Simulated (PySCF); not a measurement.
PySCF job for C₅H₆Se, SMILES C=CC1=C[Se]C1, TDA-PBE/def2-SVPD. Geometry: B3LYP-D3(BJ)/def2-SVP. This is a generated structure with no PubChem entry under its InChIKey; it may be hypothetical. The values are those of a single conformer.

```python
import numpy as np
from pyscf import gto, scf, dft, tdscf

mol = gto.M(
    atom='''
    C    -0.42487429   -3.32448974    0.00000000
    C     0.53917298   -2.38641977   -0.00000000
    C     0.30506733   -0.95756666    0.00000000
    C     1.18404244    0.07359872   -0.00000000
    Se   -0.06946111    1.52462264    0.00000000
    C    -1.02933752   -0.24726511    0.00000000
    H    -1.48532207   -3.05463683    0.00000000
    H    -0.18410041   -4.38974818    0.00000000
    H     1.59141219   -2.69371635   -0.00000000
    H     2.27479118    0.10998451   -0.00000000
    H    -1.63976448   -0.37809872    0.90480177
    H    -1.63976448   -0.37809872   -0.90480178
    ''',
    basis='def2-SVPD',
    charge=0,
    spin=0,
    symmetry=True,
    max_memory=1600,
    verbose=4,
)
mf = dft.RKS(mol, xc='pbe').density_fit(auxbasis='def2-universal-jkfit')
mf.grids.level = 3
mf.conv_tol = 1e-9
mf.max_cycle = 100
mf.kernel()
mf.grids = dft.Grids(mol).set(level=1).build(with_non0tab=True)  # coarser grid for the response kernel
td = tdscf.TDA(mf)
td.singlet = True
td.nstates = 10
td.conv_tol = 1e-4
td.positive_eig_threshold = 1e-6
td.kernel(x0=td.get_init_guess(mf, 15))
td.analyze()
tt = tdscf.TDA(mf)
tt.singlet = False
tt.nstates = 4
tt.conv_tol = 1e-4
tt.positive_eig_threshold = 1e-6
tt.kernel(x0=tt.get_init_guess(mf, 9))
tt.analyze(verbose=3)
```

It prints:

```
PySCF version 2.14.0

[INPUT] verbose = 4
[INPUT] num. atoms = 12
[INPUT] num. electrons = 70
[INPUT] charge = 0
[INPUT] spin (= nelec alpha-beta = 2S) = 0
[INPUT] symmetry True subgroup None
[INPUT] Mole.unit = angstrom
[INPUT] Symbol           X                Y                Z      unit          X                Y                Z       unit  Magmom
[INPUT]  1 C     -0.424874290000  -3.324489740000   0.000000000000 AA   -0.802896045469  -6.282375112527   0.000000000000 Bohr   0.0
[INPUT]  2 C      0.539172980000  -2.386419770000   0.000000000000 AA    1.018889265966  -4.509679783548   0.000000000000 Bohr   0.0
[INPUT]  3 C      0.305067330000  -0.957566660000   0.000000000000 AA    0.576493703252  -1.809538733415   0.000000000000 Bohr   0.0
[INPUT]  4 C      1.184042440000   0.073598720000   0.000000000000 AA    2.237515931462   0.139081423919   0.000000000000 Bohr   0.0
[INPUT]  5 Se    -0.069461110000   1.524622640000   0.000000000000 AA   -0.131262474208   2.881119232911   0.000000000000 Bohr   0.0
[INPUT]  6 C     -1.029337520000  -0.247265110000   0.000000000000 AA   -1.945166002539  -0.467263338060   0.000000000000 Bohr   0.0
[INPUT]  7 H     -1.485322070000  -3.054636830000   0.000000000000 AA   -2.806851919072  -5.772427018710   0.000000000000 Bohr   0.0
[INPUT]  8 H     -0.184100410000  -4.389748180000   0.000000000000 AA   -0.347899354320  -8.295421816008   0.000000000000 Bohr   0.0
[INPUT]  9 H      1.591412190000  -2.693716350000   0.000000000000 AA    3.007333190394  -5.090386158763   0.000000000000 Bohr   0.0
[INPUT] 10 H      2.274791180000   0.109984510000   0.000000000000 AA    4.298732320776   0.207840601844   0.000000000000 Bohr   0.0
[INPUT] 11 H     -1.639764480000  -0.378098720000   0.904801770000 AA   -3.098705775990  -0.714503028849   1.709827542322 Bohr   0.0
[INPUT] 12 H     -1.639764480000  -0.378098720000  -0.904801780000 AA   -3.098705775990  -0.714503028849  -1.709827561219 Bohr   0.0

nuclear repulsion = 375.713453689457
point group symmetry = Cs
symmetry origin: [-4.58933486e-09  2.96956945e-09 -2.69960876e-10]
symmetry axis x: [1.00000000e+00 1.30460961e-09 5.12323711e-10]
symmetry axis y: [ 1.30460961e-09 -1.00000000e+00 -1.71914816e-11]
symmetry axis z: [-5.12323711e-10 -1.71914817e-11  1.00000000e+00]
num. orbitals of irrep A' = 130
num. orbitals of irrep A" = 59
number of shells = 79
number of NR pGTOs = 293
number of NR cGTOs = 189
basis = def2-SVPD
ecp = {}


******** <class 'pyscf.df.df_jk.DFSymAdaptedRKS'> ********
method = DFSymAdaptedRKS
initial guess = minao
damping factor = 0
level_shift factor = 0
DIIS = <class 'pyscf.scf.diis.CDIIS'>
diis_start_cycle = 1
diis_space = 8
diis_damp = 0
SCF conv_tol = 1e-09
SCF conv_tol_grad = None
SCF max_cycles = 100
direct_scf = False
XC library pyscf.dft.libxc version 7.1.2
    S. Lehtola, C. Steigemann, M. J. T. Oliveira, and M. A. L. Marques,  SoftwareX 7, 1–5 (2018)
XC functionals = pbe
    J. P. Perdew, K. Burke, and M. Ernzerhof,  Phys. Rev. Lett. 77, 3865 (1996)
    J. P. Perdew, K. Burke, and M. Ernzerhof,  Phys. Rev. Lett. 78, 1396 (1997)
    J. P. Perdew, K. Burke, and M. Ernzerhof,  Phys. Rev. Lett. 77, 3865 (1996)
    J. P. Perdew, K. Burke, and M. Ernzerhof,  Phys. Rev. Lett. 78, 1396 (1997)
radial grids:
    Treutler-Ahlrichs [JCP 102, 346 (1995); DOI:10.1063/1.469408] (M4) radial grids

becke partition: Becke, JCP 88, 2547 (1988); DOI:10.1063/1.454033
pruning grids: <function nwchem_prune>
grids dens level: 3
symmetrized grids: True
atomic radii adjust function: <function treutler_atomic_radii_adjust>
small_rho_cutoff = 0
Freeze 0 electrons in irreps []
    70 free electrons in irreps A' A"
Set gradient conv threshold to 3.16228e-05
Initial guess from minao.
tot grids = 149864
init E= -2594.180645277
HOMO (A") = -0.238365754276622  LUMO (A") = -0.133897627083069  gap/eV = 2.84272
cycle= 1 E= -2594.53118717314  delta_E= -0.351  |g|= 0.495  |ddm|= 7.37
HOMO (A") = -0.125516947666636  LUMO (A') = -0.0436517158663761  gap/eV = 2.22767
cycle= 2 E= -2594.36368373574  delta_E= 0.168  |g|= 0.881  |ddm|= 2.43
HOMO (A") = -0.169359468275547  LUMO (A") = -0.0695676730638648  gap/eV = 2.71547
cycle= 3 E= -2594.57190596235  delta_E= -0.208  |g|= 0.25  |ddm|= 1.93
HOMO (A") = -0.182019736958128  LUMO (A") = -0.0740659556484875  gap/eV = 2.93757
cycle= 4 E= -2594.59269840852  delta_E= -0.0208  |g|= 0.0769  |ddm|= 0.555
HOMO (A") = -0.181722731738081  LUMO (A") = -0.0704075900324606  gap/eV = 3.02904
cycle= 5 E= -2594.59371460556  delta_E= -0.00102  |g|= 0.046  |ddm|= 0.174
HOMO (A") = -0.180554265115476  LUMO (A") = -0.0707404132923908  gap/eV = 2.98819
cycle= 6 E= -2594.59431055486  delta_E= -0.000596  |g|= 0.0144  |ddm|= 0.0829
HOMO (A") = -0.180390375702838  LUMO (A") = -0.0712266766723206  gap/eV = 2.97050
cycle= 7 E= -2594.59435889303  delta_E= -4.83e-05  |g|= 0.00634  |ddm|= 0.0306
HOMO (A") = -0.18065463455443  LUMO (A") = -0.0712975318071254  gap/eV = 2.97576
cycle= 8 E= -2594.59437100356  delta_E= -1.21e-05  |g|= 0.000645  |ddm|= 0.0136
HOMO (A") = -0.180688808896227  LUMO (A") = -0.07126861661619  gap/eV = 2.97748
cycle= 9 E= -2594.59437108504  delta_E= -8.15e-08  |g|= 0.00039  |ddm|= 0.00245
HOMO (A") = -0.1806686481998  LUMO (A") = -0.0712710605400795  gap/eV = 2.97686
cycle= 10 E= -2594.59437112847  delta_E= -4.34e-08  |g|= 6.61e-05  |ddm|= 0.000984
HOMO (A") = -0.180670502160469  LUMO (A") = -0.0712726487295181  gap/eV = 2.97687
cycle= 11 E= -2594.59437112927  delta_E= -8.02e-10  |g|= 3.84e-05  |ddm|= 0.000189
HOMO (A") = -0.180670294584194  LUMO (A") = -0.0712724451484879  gap/eV = 2.97687
cycle= 12 E= -2594.59437112964  delta_E= -3.72e-10  |g|= 7.15e-06  |ddm|= 7.49e-05
HOMO (A") = -0.180669935739964  LUMO (A") = -0.0712719439331768  gap/eV = 2.97687
Extra cycle  E= -2594.59437112961  delta_E= 3.37e-11  |g|= 1.26e-05  |ddm|= 4.01e-05
converged SCF energy = -2594.59437112961
tot grids = 48064
Overwritten attributes  positive_eig_threshold  of <class 'pyscf.tdscf.rks.TDA'>


******** <class 'pyscf.tdscf.rks.TDA'> for <class 'pyscf.df.df_jk.DFSymAdaptedRKS'> ********
nstates = 10 singlet
deg_eia_thresh = 1.000e-03
wfnsym = None
conv_tol = 0.0001
eigh lindep = 1e-12
eigh level_shift = 0
eigh max_cycle = 100


Excitation energies (eV)
[3.28671039 4.04166816 4.73816182 5.02635889 5.1129466  5.48203894
 5.72416179 5.80263162 5.93041073 6.00028659]

** Singlet excitation energies and oscillator strengths **
Excited State   1:   A"      3.28671 eV    377.23 nm  f=0.0001
      35 -> 37       -0.70590
Excited State   2:   A'      4.04167 eV    306.76 nm  f=0.3225
      34 -> 36       -0.25427
      35 -> 36       -0.63973
Excited State   3:   A"      4.73816 eV    261.67 nm  f=0.0105
      35 -> 38       -0.69749
Excited State   4:   A"      5.02636 eV    246.67 nm  f=0.0026
      34 -> 37        0.70044
Excited State   5:   A"      5.11295 eV    242.49 nm  f=0.0310
      35 -> 39       -0.70334
Excited State   6:   A'      5.48204 eV    226.16 nm  f=0.0089
      32 -> 36       -0.17609
      34 -> 36        0.21793
      35 -> 36       -0.10492
      35 -> 40       -0.62792
Excited State   7:   A"      5.72416 eV    216.60 nm  f=0.0006
      33 -> 36        0.13275
      35 -> 41       -0.69370
Excited State   8:   A"      5.80263 eV    213.67 nm  f=0.0007
      33 -> 36        0.66134
      35 -> 41        0.12563
      35 -> 42       -0.20881
Excited State   9:   A"      5.93041 eV    209.07 nm  f=0.0023
      33 -> 36        0.19803
      35 -> 42        0.66681
Excited State  10:   A'      6.00029 eV    206.63 nm  f=0.2898
      31 -> 37        0.10042
      32 -> 36       -0.12703
      33 -> 37       -0.37109
      34 -> 36       -0.42817
      35 -> 36        0.15648
      35 -> 40       -0.14840
      35 -> 43       -0.28877

** Transition electric dipole moments (AU) **
state          X           Y           Z        Dip. S.      Osc.
  1         0.0000     -0.0000     -0.0376      0.0014      0.0001
  2        -0.0027      1.8047      0.0000      3.2570      0.3225
  3        -0.0000      0.0000      0.3004      0.0903      0.0105
  4         0.0000      0.0000     -0.1444      0.0209      0.0026
  5        -0.0000      0.0000      0.4973      0.2473      0.0310
  6         0.1960      0.1665     -0.0000      0.0661      0.0089
  7        -0.0000      0.0000      0.0633      0.0040      0.0006
  8        -0.0000     -0.0000     -0.0676      0.0046      0.0007
  9         0.0000      0.0000     -0.1267      0.0161      0.0023
 10        -0.2279     -1.3854      0.0000      1.9712      0.2898

** Transition velocity dipole moments (imaginary part, AU) **
state          X           Y           Z        Dip. S.      Osc.
  1        -0.0000      0.0000     -0.0134      0.0002      0.0010
  2        -0.0225     -0.0138      0.0000      0.0007      0.0031
  3         0.0000     -0.0000      0.0927      0.0086      0.0329
  4        -0.0000      0.0000     -0.0564      0.0032      0.0115
  5         0.0000     -0.0000      0.0590      0.0035      0.0124
  6        -0.0082     -0.0530     -0.0000      0.0029      0.0095
  7         0.0000     -0.0000      0.0062      0.0000      0.0001
  8        -0.0000      0.0000     -0.0142      0.0002      0.0006
  9         0.0000      0.0000      0.0303      0.0009      0.0028
 10         0.0497     -0.1500      0.0000      0.0250      0.0755

** Transition magnetic dipole moments (imaginary part, AU) **
state          X           Y           Z
  1         0.0924     -0.4751      0.0000
  2        -0.0000     -0.0000     -0.6187
  3        -0.2245      0.1171     -0.0000
  4         0.0616      0.3615      0.0000
  5        -0.2109     -0.2868     -0.0000
  6        -0.0000     -0.0000     -0.2686
  7        -0.0220     -0.0434     -0.0000
  8         0.0984      0.0144      0.0000
  9         0.9599      0.0628      0.0000
 10         0.0000      0.0000      1.0609


******** <class 'pyscf.tdscf.rks.TDA'> for <class 'pyscf.df.df_jk.DFSymAdaptedRKS'> ********
nstates = 4 triplet
deg_eia_thresh = 1.000e-03
wfnsym = None
conv_tol = 0.0001
eigh lindep = 1e-12
eigh level_shift = 0
eigh max_cycle = 100


Excitation energies (eV)
[2.54989904 2.93610806 4.26231075 4.4398189 ]

** Triplet excitation energies and oscillator strengths **
Excited State   1:   A'      2.54990 eV    486.23 nm  f=0.0000
Excited State   2:   A"      2.93611 eV    422.27 nm  f=0.0000
Excited State   3:   A'      4.26231 eV    290.88 nm  f=0.0000
Excited State   4:   A"      4.43982 eV    279.26 nm  f=0.0000
```

The run converged.
